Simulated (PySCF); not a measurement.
MN15 on P⁻ (phosphorus, charge -1), [Ne] 3s2 3p4, high-spin 3P determinant. All numbers are calculated (PySCF 2.14, scalar relativity by spin-free X2C-1e, in dyall-acv3z (19s12p6d4f, 113 functions)).

```
cycle= 1 E= -342.227978145022  delta_E= -0.135  |g|= 2.96  |ddm|= 0.293
cycle= 2 E= -342.230377103334  delta_E= -0.0024  |g|= 0.497  |ddm|= 0.071
cycle= 3 E= -342.230718446966  delta_E= -0.000341  |g|= 0.0432  |ddm|= 0.0576
cycle= 4 E= -342.230930997697  delta_E= -0.000213  |g|= 0.0123  |ddm|= 0.0301
cycle= 5 E= -342.230997050614  delta_E= -6.61e-05  |g|= 0.00237  |ddm|= 0.0145
cycle= 6 E= -342.231005794159  delta_E= -8.74e-06  |g|= 0.000835  |ddm|= 0.00638
cycle= 7 E= -342.231010905275  delta_E= -5.11e-06  |g|= 0.000128  |ddm|= 0.0105
cycle= 8 E= -342.231010996775  delta_E= -9.15e-08  |g|= 2.56e-05  |ddm|= 0.00135
cycle= 9 E= -342.231011000357  delta_E= -3.58e-09  |g|= 5.72e-06  |ddm|= 0.000264
cycle= 10 E= -342.231011000453  delta_E= -9.57e-11  |g|= 1.57e-06  |ddm|= 3.13e-05
converged SCF energy = -342.231011000453  <S^2> = 2.0240168  2S+1 = 3.0159687
```

Highest occupied orbital energy: 0.483 eV; ⟨L²⟩ = 2.02; populations by l: s 6.00, p 10.00, d 0.00, f 0.00.

(1) Can this result be used?

## Answers

(1) With care. The calculation finished and met its thresholds. At MN15 the highest occupied level has a positive energy, so only the finite basis holds that electron; in a semilocal or global hybrid functional this comes from self-interaction and does not mean that the real anion is unbound.
